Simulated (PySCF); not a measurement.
C₄H₁₀N, SMILES CCNC[CH2], multiplicity 2. Atoms are numbered in the order given.

```xyz
15

C     -2.1786     0.3764     0.4336
C     -1.3081    -0.7342    -0.0562
N     -0.0070    -0.3393    -0.5831
C      0.9631     0.0963     0.4084
C      2.2835     0.4769    -0.2493
H     -1.7419     1.2813     0.8656
H     -3.2643     0.2572     0.4871
H     -1.8487    -1.3070    -0.8336
H     -1.1222    -1.4734     0.7535
H     -0.1324     0.3877    -1.2882
H      1.1263    -0.7427     1.1090
H      0.6097     0.9462     1.0359
H      3.0366     0.7564     0.5037
H      2.1547     1.3392    -0.9257
H      2.6724    -0.3628    -0.8457
```
Charge 0, spin multiplicity 2.

Coordinates come from a B3LYP-D3(BJ)/def2-SVP optimisation. The isomer is the one that the SMILES or the coordinates give; other isomers of the formula were not compared. One conformer was computed; it need not be the lowest.

All values below come from PySCF with PBE0/pcH-1.

Unrestricted Kohn–Sham, ⟨S²⟩ = 0.755. Hyperfine tensors hold the contact and dipolar terms, without spin-orbit corrections.

Computed hyperfine couplings:
```json
[
 {"nucleus": "13C no. 1", "A(iso) (MHz)": "101.9", "A(iso) (G)": "36.4", "dipolar principal values (MHz)": "-79.3, -78.7, 158.0"},
 {"nucleus": "13C no. 2", "A(iso) (MHz)": "-38.2", "A(iso) (G)": "-13.6", "dipolar principal values (MHz)": "-1.9, 0.0, 1.9"},
 {"nucleus": "14N no. 3", "A(iso) (MHz)": "0.9", "A(iso) (G)": "0.3", "dipolar principal values (MHz)": "-1.6, -1.3, 2.9"},
 {"nucleus": "13C no. 4", "A(iso) (MHz)": "-1.0", "A(iso) (G)": "-0.4", "dipolar principal values (MHz)": "-0.7, -0.2, 0.9"},
 {"nucleus": "13C no. 5", "A(iso) (MHz)": "1.0", "A(iso) (G)": "0.4", "dipolar principal values (MHz)": "-0.2, -0.2, 0.5"},
 {"nucleus": "1H no. 6", "A(iso) (MHz)": "-67.4", "A(iso) (G)": "-24.1", "dipolar principal values (MHz)": "-37.6, -0.6, 38.3"},
 {"nucleus": "1H no. 7", "A(iso) (MHz)": "-69.6", "A(iso) (G)": "-24.8", "dipolar principal values (MHz)": "-37.5, -0.8, 38.3"},
 {"nucleus": "1H no. 8", "A(iso) (MHz)": "57.9", "A(iso) (G)": "20.7", "dipolar principal values (MHz)": "-5.1, -4.5, 9.6"},
 {"nucleus": "1H no. 9", "A(iso) (MHz)": "130.1", "A(iso) (G)": "46.4", "dipolar principal values (MHz)": "-5.9, -2.3, 8.2"},
 {"nucleus": "1H no. 10", "A(iso) (MHz)": "-3.2", "A(iso) (G)": "-1.1", "dipolar principal values (MHz)": "-5.2, -2.2, 7.4"},
 {"nucleus": "1H no. 11", "A(iso) (MHz)": "0.9", "A(iso) (G)": "0.3", "dipolar principal values (MHz)": "-1.7, -1.4, 3.1"},
 {"nucleus": "1H no. 12", "A(iso) (MHz)": "3.9", "A(iso) (G)": "1.4", "dipolar principal values (MHz)": "-2.6, -2.3, 4.9"},
 {"nucleus": "1H no. 13", "A(iso) (MHz)": "0.3", "A(iso) (G)": "0.1", "dipolar principal values (MHz)": "-0.5, -0.5, 1.1"},
 {"nucleus": "1H no. 14", "A(iso) (MHz)": "0.3", "A(iso) (G)": "0.1", "dipolar principal values (MHz)": "-0.8, -0.7, 1.5"},
 {"nucleus": "1H no. 15", "A(iso) (MHz)": "0.0", "A(iso) (G)": "0.0", "dipolar principal values (MHz)": "-0.6, -0.6, 1.3"}
]
```
